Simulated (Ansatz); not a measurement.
Species: C2H7GeO (charge 0, doublet). It need not be the lowest isomer of its formula. SMILES: [O]([GeH3])[CH]C
Structure (B3LYP-D3(BJ)/def2-TZVP (Ansatz, a first-principles code) minimum search):
```xyz
11

C      2.8783     0.1976    -0.4503
C      1.4774    -0.2767    -0.5447
O      0.6015     0.3051     0.3243
Ge    -1.1614    -0.0399     0.1599
H      2.9310     1.2847    -0.5563
H      3.4874    -0.2569    -1.2329
H      3.3350    -0.0516     0.5195
H      1.2562    -1.2944    -0.8621
H     -1.7799     0.5867     1.4127
H     -1.6686     0.6094    -1.1382
H     -1.3422    -1.5684     0.1148
```
Charge 0, spin multiplicity 2.

Computed values are from Ansatz. Cores are frozen in the correlated levels unless marked. Open shells are spin-unrestricted. No spin-orbit coupling. The frozen core is the preceding noble-gas configuration, with the filled d and f shells of earlier blocks. Non-relativistic. Basis-set limits of correlation are two-point, X^-3; Hartree-Fock from the larger set.

What is the atomisation energy De at CCSD(T)/CBS(cc-pVTZ,cc-pVQZ)?

3750.3 kJ/mol.

What is the T1 diagnostic at CCSD/cc-pVQZ?

0.015.

What is the dipole moment at CCSD(T)/aug-cc-pVDZ?

1.17 D.

What is the total energy at CCSD(T)/CBS(cc-pVTZ,cc-pVQZ)?

-2230.9454 Eh.
